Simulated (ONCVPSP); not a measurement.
## Varying the ONCV potential for silver (Ag)

Base potential:

* Element: silver (Ag)
* Generator: ONCVPSP 4.0.1
* Type: optimised norm-conserving Vanderbilt (ONCV)
* Functional: LDA (Perdew-Wang 92)
* Relativity: scalar-relativistic
* Frozen core: [Ar] 3d10
* Valence charge: 19
* Reference configuration: 4s2 4p6 4d10 5s1
* Partial waves: 4s+5s: rc 1.50 bohr, ncon 4, nbas 8, qcut 6.6 1/bohr, 2 projectors; 4p: rc 1.65 bohr, ncon 3, nbas 7, qcut 8.5 1/bohr, 1 projector; 4d: rc 1.15 bohr, ncon 4, nbas 8, qcut 8.1 1/bohr, 1 projector
* Local potential: polynomial inside 1.00 bohr (lpopt 1, dvloc0 3 Ha)
* Core correction: none

Cutoffs, loose and tight: the cutoffs (Ha) at which the residual kinetic energy of the hardest occupied pseudo-wave falls to 1 and 0.1 mHa per electron. They do not see the model core or the augmentation charge, which bear on the density cutoff. Test errors are all-electron minus pseudo excitation energies from the reference, over the configurations 4s2 4p6 4d10 5s0; 4s2 4p6 4d9 5s0; 4s2 4p6 4d8 5s0; 4s2 4p6 4d10 5s0.5. A dash means not determined; rows that change the core or the reference have their own tests.

| change | outcome | cutoff, loose | cutoff, tight | bound ghosts | GHOST(+) flags above zero | largest test error (meV) |
| --- | --- | --- | --- | --- | --- | --- |
| base | generated | 34 Ha | 112 Ha | none | none | +5.1 |
| local potential polynomial inside 1.00 bohr (lpopt 1, dvloc0 -2 Ha) | generated | 34 Ha | 112 Ha | none | s | +7.0 |
| local potential polynomial inside 1.00 bohr (lpopt 1, dvloc0 0.5 Ha) | generated | 34 Ha | 112 Ha | none | none | +6.3 |
| local potential polynomial inside 1.00 bohr (lpopt 1, dvloc0 4.5 Ha) | generated | 34 Ha | 112 Ha | none | none | +3.3 |
| local potential polynomial inside 1.00 bohr (lpopt 1, dvloc0 8.5 Ha) | generated | 34 Ha | 112 Ha | none | none | +7.5 |

**Question.** What comes out with this change to the base: local potential polynomial inside 1.00 bohr (lpopt 1, dvloc0 6.5 Ha)?

**Answer.** outcome: generated; cutoff, loose: 34 Ha; cutoff, tight: 112 Ha; bound ghosts: none; GHOST(+) flags above zero: none; largest test error (meV): +15.

Reading the sweep of the dvloc0 (base included, trends over the rows without a ghost): The loose cutoff stays near 34 Ha. The median size of the test errors (rows with all tests solved) stays near 1.9 meV.
